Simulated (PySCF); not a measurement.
A GIAO shielding run with PySCF 2.14 (density fitting, non-relativistic, gas phase) on SMILES C=CO[Si@@](O)([SiH3])COC, C₄H₁₂O₃Si₂:

```
$ OMP_NUM_THREADS=1 python probes_run.py task.json out

{"job": {"kind": "nmr", "xc": "PBE0", "basis": "pcSseg-1"}, "charge": 0, "multiplicity": 1}
C     -3.531227    -0.413076    -0.255670
C     -2.625920    -1.369337    -0.343080
O     -1.291054    -1.201084    -0.358496
Si    -0.367348     0.130529    -0.139005
O     -0.676284     1.156767    -1.373860
Si    -0.685956     1.173408     1.891458
C      1.399472    -0.542101    -0.369382
O      2.194005     0.631536    -0.451606
C      3.565626     0.363831    -0.581698
H     -4.579085    -0.645716    -0.257299
H     -3.246047     0.621447    -0.194712
H     -2.895022    -2.416959    -0.418319
H      0.003823     1.761889    -1.659347
H     -1.434377     0.348864     2.850910
H     -1.457891     2.419043     1.770171
H      0.574012     1.542391     2.546040
H      1.735017    -1.160103     0.471545
H      1.523535    -1.141566    -1.280407
H      4.072636     1.325062    -0.647208
H      3.769498    -0.222436    -1.486910
H      3.943666    -0.190743     0.286403
```

Hardware: 1 thread of an Arm Neoverse N1, shared host. The job also computes population analyses, field gradients.

(1) How large is the calculation?

(2) How long does it take, and how much memory does it need?

## Answers

(1) 88 electrons, 227 basis functions and 1225 auxiliary functions.

(2) 90 s of wall time, with 14 SCF cycles and 4 response iterations; peak memory 1.1 GiB. Times on a shared host scatter by some tens of per cent.
